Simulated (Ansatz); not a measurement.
System: sum formula BNH3, charge -1, multiplicity 1. It need not be the lowest isomer of its formula. Whether it binds its extra electron was not tested at this geometry. 
Structure (B3LYP-D3(BJ)/def2-TZVP (Ansatz, a quantum-chemistry and plane-wave program) minimum search):
SMILES: [NH-]B
```xyz
5

B     -0.6650     0.0506    -0.0189
N      0.7039     0.0700     0.0241
H     -1.3761    -0.9656    -0.0746
H     -1.3072     1.1029    -0.0040
H      1.0813    -0.8806     0.0044
```
Charge -1, spin multiplicity 1.

Basis-set convergence of Hartree-Fock and CCSD(T) correlation energies (hartree) with Ansatz. Valence correlation only, unless marked. No spin-orbit coupling. No relativistic terms.

```tsv
basis	functions	E(HF)	E(corr, CCSD(T))
aug-cc-pVDZ	73	-80.87414	-0.32924
aug-cc-pVTZ	161	?	?
```

Problem. Fill in the missing entries.

Solution. 
- aug-cc-pVTZ, E(HF): -80.89314
- aug-cc-pVTZ, E(corr, CCSD(T)): -0.38410
